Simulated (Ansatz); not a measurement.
Reaction (ligand exchange at the Si–C bond): `COC([SiH3])=S` + `CN[SiH3]` → `CN([SiH3])[SiH3]` + `COC=S`

Program: Ansatz. Geometries: PBE0-D4/def2-TZVP. ΔE: electronic, gas phase. CCSD(T)/CBS adds triple-zeta CCSD(T) − MP2 to the extrapolated MP2 energy (def2 sets, frozen cores). Functionals use def2-TZVPP. HSE06 is defined as in plane-wave codes. Each species was taken in one conformer, which may not be the lowest.

`COC([SiH3])=S`:

Cartesian coordinates in Å:
```
C -0.685 -1.497 0.416
O 0.638 -1.308 -0.075
C 1.053 -0.083 -0.364
Si 0.053 1.533 -0.197
S 2.557 0.168 -0.925
H -0.789 -2.567 0.580
H -1.425 -1.165 -0.316
H -0.832 -0.966 1.359
H -1.339 1.344 0.305
H -0.013 2.145 -1.542
H 0.781 2.397 0.759
```

`CN[SiH3]`:

Cartesian coordinates in Å:
```
C 0.584 -0.856 -0.938
N -0.539 -0.312 -0.205
Si -0.387 0.975 0.919
H 0.254 -1.314 -1.874
H 1.271 -0.048 -1.204
H 1.159 -1.604 -0.377
H -1.285 -0.973 -0.059
H 0.259 2.129 0.235
H 0.441 0.675 2.127
H -1.756 1.329 1.376
```

`CN([SiH3])[SiH3]`:

Z-matrix (Å, degrees):
```
C
N 1 1.462
H 1 1.095 2 110.8
H 1 1.095 2 110.8 3 118.5
H 1 1.096 2 112.4 3 -120.7
Si 2 1.725 1 116.8 3 -153.2
Si 2 1.725 1 116.8 3 34.8
H 6 1.492 2 112.4 1 -64.1
H 6 1.483 2 108.6 1 175.1
H 6 1.490 2 109.5 1 54.5
H 7 1.483 2 108.6 1 -175.2
H 7 1.492 2 112.4 1 64.1
H 7 1.490 2 109.5 1 -54.5
```

`COC=S`:

```xyz
8

C    -0.866    0.530   -0.348
O     0.347    0.556    0.400
C     1.037   -0.571    0.439
S     2.430   -0.751    1.226
H    -1.292    1.528   -0.271
H    -0.668    0.297   -1.396
H    -1.562   -0.199    0.073
H     0.573   -1.390   -0.122
```

CCSD(T)/CBS gives -0.71 eV.

Q: Another level gave -0.71 eV. Which?
A. r2SCAN0/def2-TZVPP
B. MP2/def2-TZVPP
C. HSE06-D4/def2-TZVPP
D. LDA (SPW92)/def2-TZVPP

A: A. r2SCAN0 -0.71, HSE06-D4 -0.65, LDA (SPW92) -0.58, MP2/def2-TZVPP -0.75 eV.

Largest T1 diagnostic among the species: 0.017.

From PBE to PBE0 (25 % exact exchange), in def2-TZVPP and without D4, ΔE moves by −0.07 eV. Leaving LDA and LC-ωPBE aside and taking each functional with its dispersion term where it has one, the values, not all of them listed here, spread over 0.19 eV, from BHLYP-D4 to PBE-D4.
